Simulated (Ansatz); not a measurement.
`B[SiH](N)F` + CH₃NH₂ → `CN[SiH](N)F` + BH₃ at 700 K and 1 bar (cleavage of the Si–B bond).

Calculated with Ansatz (gas phase, PBE0-D4/def2-TZVP geometries, no zero-point term in ΔE). CCSD(T)/CBS adds triple-zeta CCSD(T) − MP2 to the extrapolated MP2 energy (def2 sets, frozen cores). This one scheme is used for every species. One conformer a species, not always the lowest.

```
      species  CCSD(T)/CBS energy (Eh)  H − E (kJ/mol)  S (J/(mol·K))
 `B[SiH](N)F`               -471.43743           223.7          429.4
       CH₃NH₂                -95.75281           207.6          296.6
`CN[SiH](N)F`               -540.67593           329.3          475.0
          BH₃                -26.55200            96.5          225.0
```

H − E and S are ideal-gas, rigid-rotor, harmonic terms from PBE0-D4/def2-TZVP, for one conformer and one mirror image of each species. 1 Eh = 2625.50 kJ/mol, R = 8.31446 J/(mol·K).

Q: By hand: ΔE, ΔH, ΔS and ΔG.

A: ΔE = (-540.67593) + (-26.55200) − (-471.43743) − (-95.75281) = -0.03769 Eh = -99.0 kJ/mol. Δ(H − E) = 329.3 + 96.5 − 223.7 − 207.6 = -5.5, so ΔH = -104.5 kJ/mol. ΔS = 475.0 + 225.0 − 429.4 − 296.6 = -26.0 J/(mol·K). ΔG = -104.5 − 700 × (-26.0)/1000 = -86.3 kJ/mol.

Q: By hand: the equilibrium constant, and the temperature at which ΔG would vanish if ΔH and ΔS stayed fixed.

A: log₁₀ K = −ΔG/(RT ln 10) = 6.4. ΔG = 0 at ΔH/ΔS = 4019 K, far beyond where these terms or the molecules hold.

ΔH outweighs TΔS. A doubt of 5 kJ/mol in ΔE shifts log₁₀ K by 0.4 here. Other conformers and mirror images would add mixing entropy, several J/(mol·K) or more a flexible species. These are equilibria of isolated gas molecules and say nothing of rates. Largest T1 diagnostic: 0.012 (customary marks: 0.02 for closed shells, 0.045 for open ones).
